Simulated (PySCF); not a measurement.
C₃H₆ClFSi, SMILES C/C(Cl)=C/[SiH2]F. Atoms are numbered in the order given.

```xyz
12

C      1.4122     2.2915     0.0000
C      0.5118     1.0985     0.0000
Cl    -1.2087     1.5255     0.0000
C      0.8515    -0.1959     0.0000
Si    -0.3692    -1.6051     0.0000
F      0.5169    -2.9774     0.0000
H      1.2236     2.9184    -0.8866
H      1.2236     2.9184     0.8866
H      2.4654     1.9772     0.0000
H      1.9246    -0.4226     0.0000
H     -1.2127    -1.6113    -1.2232
H     -1.2127    -1.6113     1.2232
```
Charge 0, spin multiplicity 1.

Geometry optimised at B3LYP-D3(BJ)/def2-SVP. The structure was generated by enumeration; whether it is a known compound was not checked. Other conformers were not sampled.

Computed with TDA-LC-ωPBE/def2-SVPD run with PySCF 2.14.0.

Vertical excitations.  State labels are in the subgroup Cs.

```tsv
state	symmetry	energy (eV)	λ (nm)	f	main pairs
S1	A'	6.91	179	0.463	HOMO→LUMO 92 %
S2	A"	6.93	179	0.000	HOMO→LUMO+1 42 %, HOMO→LUMO+3 20 %, HOMO→LUMO+4 10 %, HOMO→LUMO+9 7 %
S3	A"	7.33	169	0.003	HOMO−2→LUMO 51 %, HOMO−1→LUMO 40 %
S4	A"	7.62	163	0.001	HOMO→LUMO+2 68 %
S5	A"	7.66	162	0.000	HOMO−1→LUMO 53 %, HOMO−2→LUMO 41 %
S6	A"	8.06	154	0.002	HOMO→LUMO+3 39 %, HOMO→LUMO+1 30 %, HOMO→LUMO+2 10 %, HOMO→LUMO+4 7 %
S7	A'	8.19	151	0.002	HOMO−1→LUMO+1 28 %, HOMO−1→LUMO+3 25 %, HOMO−2→LUMO+1 8 %, HOMO−2→LUMO+3 7 %
S8	A'	8.69	143	0.171	HOMO−3→LUMO 75 %, HOMO−4→LUMO 15 %
S9	A"	8.71	142	0.013	HOMO−3→LUMO+2 33 %, HOMO−3→LUMO+1 30 %, HOMO−3→LUMO+4 6 %, HOMO→LUMO+8 5 %
S10	A'	8.84	140	0.026	HOMO−2→LUMO+2 25 %, HOMO−2→LUMO+1 23 %, HOMO−1→LUMO+2 13 %, HOMO−1→LUMO+1 9 %
T1	A'	3.84	323	0	HOMO→LUMO 87 %
T2	A"	6.36	195	0	HOMO→LUMO+1 37 %, HOMO→LUMO+3 21 %, HOMO→LUMO+4 10 %, HOMO→LUMO+9 8 %
T3	A"	6.68	186	0	HOMO−2→LUMO 62 %, HOMO−1→LUMO 30 %
T4	A'	7.24	171	0	HOMO−1→LUMO+1 27 %, HOMO−1→LUMO+3 19 %, HOMO−1→LUMO+4 8 %, HOMO−2→LUMO+1 7 %
```
Triplets are in the Tamm–Dancoff approximation.
